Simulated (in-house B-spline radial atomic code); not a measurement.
Ionisation energies along the 25-electron series, configuration 1s2 2s2 2p6 3s2 3p6 3d3/2(4) 3d5/2(3), as differences of self-consistent energies. Dirac energy differences include first-order Breit, QED and recoil terms. NIST's values go from ground level to ground level; the uncertainty of those that are theory runs from under 0.1 % in few-electron ions to several per cent in heavy many-electron ones. Computed with an all-electron radial atomic-structure program (B-spline basis): Dirac-Hartree-Fock, jj configuration that fills j = l - 1/2 first, finite nuclei.

A number in brackets counts the electrons of a j subshell.

```
  ion     configuration after  ionisation energy (eV)  IE/(q+1)² (eV)  -ε less Coulomb ΔSCF (eV)  Breit and QED recoil part (eV)  tabulated value (eV)  computed minus tabulated (eV)
Ce33+  [Ar] 3d3/2(4) 3d5/2(2)                  2183.9          1.8891                     3.0806                        -0.73111                  2185                             -1
Pr34+  [Ar] 3d3/2(4) 3d5/2(2)                  2302.1          1.8792                     3.0816                        -0.80162                  2304                             -2
Nd35+  [Ar] 3d3/2(4) 3d5/2(2)                  2423.3          1.8698                     3.0825                        -0.87615                  2425                             -2
Pm36+  [Ar] 3d3/2(4) 3d5/2(2)                       ?               ?                          ?                               ?                     ?                              ?
Sm37+  [Ar] 3d3/2(4) 3d5/2(2)                       ?               ?                          ?                               ?                     ?                              ?
Eu38+  [Ar] 3d3/2(4) 3d5/2(2)                  2805.2          1.8443                     3.0845                         -1.1249                  2807                             -2
Gd39+  [Ar] 3d3/2(4) 3d5/2(2)                  2938.5          1.8366                      3.085                         -1.2166                  2941                             -2
Tb40+  [Ar] 3d3/2(4) 3d5/2(2)                  3074.9          1.8292                     3.0854                         -1.3129                  3078                             -3
Dy41+  [Ar] 3d3/2(4) 3d5/2(2)                  3214.3          1.8222                     3.0857                         -1.4138                  3217                             -3
Ho42+  [Ar] 3d3/2(4) 3d5/2(2)                       ?               ?                          ?                               ?                     ?                              ?
Er43+  [Ar] 3d3/2(4) 3d5/2(2)                  3502.3           1.809                      3.086                         -1.6301                  3505                             -3
Tm44+  [Ar] 3d3/2(4) 3d5/2(2)                  3650.8          1.8029                      3.086                         -1.7456                  3653                             -2
Yb45+  [Ar] 3d3/2(4) 3d5/2(2)                  3802.3          1.7969                     3.0859                         -1.8662                  3805                             -3
```

**Question.** Fill in the row of Pm36+.

**Answer.** ionisation energy (eV): 2547.6; IE/(q+1)² (eV): 1.8609; -ε less Coulomb ΔSCF (eV): 3.0832; Breit and QED recoil part (eV): -0.9548; tabulated value (eV): 2549; computed minus tabulated (eV): -1.

**Question.** Fill in the row of Sm37+.

**Answer.** ionisation energy (eV): 2674.9; IE/(q+1)² (eV): 1.8524; -ε less Coulomb ΔSCF (eV): 3.0839; Breit and QED recoil part (eV): -1.0377; tabulated value (eV): 2676; computed minus tabulated (eV): -1.

**Question.** Fill in the row of Ho42+.

**Answer.** ionisation energy (eV): 3356.8; IE/(q+1)² (eV): 1.8155; -ε less Coulomb ΔSCF (eV): 3.0859; Breit and QED recoil part (eV): -1.5195; tabulated value (eV): 3359; computed minus tabulated (eV): -2.
